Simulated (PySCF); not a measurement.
## Correlation energy of Kr (krypton, neutral)

[Kr], closed-shell 1S. Calculation: PySCF 2.14, in x2c-TZVPPall; the spin-free X2C one-electron Hamiltonian (Gaussian nucleus). Frozen: [Ar] 3d10; 8 electrons correlated.

```tsv
level	correlation energy (mhartree)
CCSD	-187.71
(T)	-5.51
CCSD(T)	-193.22
CCSDT	-193.58
```

Diagnostics: T1 = 0.0020, D1 = 0.0054, largest double amplitude 0.042.

Task: Is a single reference adequate?

Result: Yes, within this model without spin-orbit coupling: T1 lies below 0.03 and no double amplitude reaches 0.07.
